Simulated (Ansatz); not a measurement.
System: C2H5GeO2, charge 0, multiplicity 2. SMILES: CC(=O)[O][GeH2]
Geometry: optimised at B3LYP-D3(BJ)/def2-TZVP (Ansatz, a quantum-chemistry and plane-wave program).

Wanted: atomisation energy, in kcal/mol. Conventions: LANL2DZ with its own core potentials from Na on; atomisation electronic, to ground-state atoms; dispersion terms only where a functional's name holds one; no spin-orbit coupling; non-relativistic; UHF or UKS for open shells; six Cartesian d functions in 6-31G* and its kin unless marked 5d. Ab initio and DFT rows: single points at B3LYP-D3(BJ) geometries (Ansatz).

```tsv
level	program	atomisation energy (kcal/mol)
PBE/STO-3G	Ansatz	1088.3
PBE/3-21G	Ansatz	919.2
PBE/LANL2DZ	Ansatz	875.5
PBE/6-31G*	Ansatz	923.0
PBE/def2-SVP	Ansatz	933.2
PBE/6-31G* with LANL2DZ past Ar	Ansatz	920.9
PBE/def2-TZVPD	Ansatz	923.3
```

No value to compare with is used here. The 6 habitual levels span 875.5 (PBE/LANL2DZ) to 1088.3 kcal/mol (PBE/STO-3G); PBE/def2-TZVPD gives 923.3.

The sets are all those run for this method; left out are runs that failed, that the program found above a lower state of the same kind, or whose <S^2> lies over 0.5 above the pure value.
